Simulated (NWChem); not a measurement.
Atomisation of C3H5

```xyz
8

C      0.0485    -1.3600     0.0000
C      0.3791    -0.0802     0.0000
C     -0.2071     1.2633     0.0000
H      0.8020    -2.1681     0.0000
H     -1.0152    -1.6879     0.0000
H     -1.3244     1.2259     0.0000
H      0.1072     1.8457     0.8927
H      0.1072     1.8457    -0.8927
```
Charge 0, spin multiplicity 2.

All runs are NWChem calculations. All single points use one geometry, from UPBE/def2-SVP, a minimum by its harmonic frequencies.

Basis set: def2-TZVP. The atomisation energy is electronic alone: no zero-point, thermal, spin-orbit or counterpoise terms. No value is extrapolated to the basis-set limit. Free atoms are single determinants with multiplicities C 3, H 2.

B3LYP has NWChem's definition, with VWN1-RPA local correlation. The structure started from a generated list of species. The unpaired electrons of the parent sit in orbitals of symmetry a' (Cs labels of the run); other states weren't searched. No SCF solution was tested for a lower state.

Order these methods by the atomisation energy they give, lowest first: LDA (SVWN5), M06-2X, LC-wPBE (omega 0.3 per bohr), B3LYP, CAM-B3LYP, PBE0.

M06-2X (743.9 kcal/mol), B3LYP (745.0 kcal/mol), CAM-B3LYP (747.5 kcal/mol), PBE0 (751.5 kcal/mol), LC-wPBE (omega 0.3 per bohr) (753.5 kcal/mol), LDA (SVWN5) (848.7 kcal/mol)
